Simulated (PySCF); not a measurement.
**GeCl₃, doublet: molecular constants**

Method: UPBE0 in PySCF with Ge def2-TZVP, Cl def2-TZVP; no relativity; density-fitted integrals.

The structure is a saddle point with 1 imaginary mode.

```xyz
4
charge 0 multiplicity 2, angstrom
Ge    0.0000    0.0000    0.0000
Cl    2.2203    0.0000    0.0000
Cl   -1.1102    1.9228    0.0000
Cl   -1.1102   -1.9228    0.0000
```

```json
{"Point group": "D3h", "Bond lengths": "Ge–Cl 2.220 Å (×3)", "Bond angles": "Cl–Ge–Cl 120.0° (×3)", "Atomisation energy without zero-point energy": "933 kJ/mol", "Highest occupied level (α)": "-6.41 eV", "Dipole moment": "0.00 D", "Rotational constants": "0.06519, 0.06519, 0.0326 cm⁻¹", "Principal polarisabilities": "45.3, 88.1, 88.1 bohr³", "Zero-point energy (real modes)": "6.7 kJ/mol", "Principal quadrupole moments (Buckingham, traceless) about the centre of mass": "-2.89, -2.89, 5.79 D Å", "Lowest empty level (β)": "-4.04 eV", "Spin squared ⟨S²⟩": "0.756"}
```

Harmonic modes (masses in u: Ge 73.921, Cl 34.969):
```csv
symmetry,ω (cm⁻¹),"IR (km/mol, summed over degenerate members)",type
a2'',285i,–,bend
e',35,0.2,bend
a1',328,0.0,stretch
e',360,299,stretch
```

In D3h the vibrations span a2'' + 2e' + a1'. The a1' mode carries no infrared intensity, as symmetry demands.

Charges (e):
```
   atom  Mulliken  Löwdin  polar tensor  spin (Mulliken)  Mayer order to Ge1
    Ge1      0.80   -0.16          1.48             0.39                   –
Cl2,3,4     -0.27    0.05         -0.49             0.20                1.01
```

Mulliken populations on Ge1: s 7.59, p 13.23, d 10.32, f 0.05.

Outer orbital energies (eV). α occupied: -12.05, -10.60, -10.00, -10.00, -9.84, -9.84, -9.59, -6.41; empty: -3.67, -0.05, -0.05, 3.86. β occupied: -11.47, -11.47, -10.43, -9.80, -9.80, -9.76, -9.76, -9.48; empty: -4.04, -3.01, 0.36, 0.36.

Other isomers or separated fragments may lie lower. At this level a doublet minimum of C3v symmetry lies 85 kJ/mol below this structure.

The final relaxation and frequency run took 62 s on 4 threads of a shared Arm Neoverse V2 host, with 159 basis functions and 8 gradients; the process peaked at 1.6 GiB.
